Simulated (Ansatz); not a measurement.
Cartesian coordinates (Å):
```xyz
9

C     -1.5515    -0.4449     0.9747
Si    -0.2832     0.5551     0.4496
C      1.3000    -0.0489    -0.3156
H     -2.4543    -0.0370     1.4141
H     -1.5166    -1.5256     0.8958
H     -0.3791     2.0280     0.5797
H      1.3007    -1.1390    -0.3649
H      2.1645     0.2742     0.2693
H      1.4198     0.3455    -1.3276
```
Charge 0, multiplicity 1.

Computed with frozen-core CCSD(T)/cc-pVTZ // PBE0-D3(BJ)/def2-TZVP run with Ansatz (a first-principles code). The restricted HF reference is unstable towards unrestricted orbitals.

| Item | Value |
|---|---|
| HF energy | -368.14967 Ha |
| MP2 correlation energy | -0.47115 Ha |

Question: Estimate the CCSD correlation energy, the (T) correction, the total energy and the T1 diagnostic.

Answer: 
```json
{
 "CCSD correlation energy": "-0.50993 Ha",
 "(T) correction": "-0.02193 Ha",
 "CCSD(T) total energy": "-368.68153 Ha",
 "T1 diagnostic": "0.013"
}
```
